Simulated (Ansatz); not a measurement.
Isolated molecules relaxed with PBE0-D4/def2-TZVP in Ansatz; ΔE leaves out vibrations. CCSD(T)/CBS adds triple-zeta CCSD(T) − MP2 to the extrapolated MP2 energy (def2 sets, frozen cores). DFT in def2-TZVPP. Elements past krypton have def2 core potentials. For As, Sn outer-core shells are correlated without core-valence functions, which leaves a few kJ/mol of doubt a bond. Scalar relativity is left out up to krypton. Each species was taken in one conformer, which may not be the lowest.

`[F][SnH2][AsH2]` + `CCB1CC1` → `[AsH2]CB1CC1` + `[CH3][SnH2][F]`  (redistribution)

```
        level  ΔE (kJ/mol)
       r2SCAN         26.1
MP2/CBS(def2)         18.7
```

(1) What does CCSD(T)/CBS give? (Estimate.)

Largest T1 diagnostic among the species: 0.013.

Results:

(1) The calculation gave: +22.3 kJ/mol. The listed levels differ from it by 3.8, -3.6 kJ/mol.

In def2-TZVPP, CCSD(T) changes the Hartree–Fock value by −24.8 kJ/mol (the triples alone add −3.8 kJ/mol) and MP2 by −28.3 kJ/mol. The D4 term adds −4.7 kJ/mol with B3LYP and −2.4 kJ/mol with PBE0; it sums over pairs of atoms, weighted by their polarisabilities, and B3LYP, whose exchange is more repulsive, gets the larger term.

B3LYP here is the variant with VWN-RPA as its local correlation; programs differ in this.
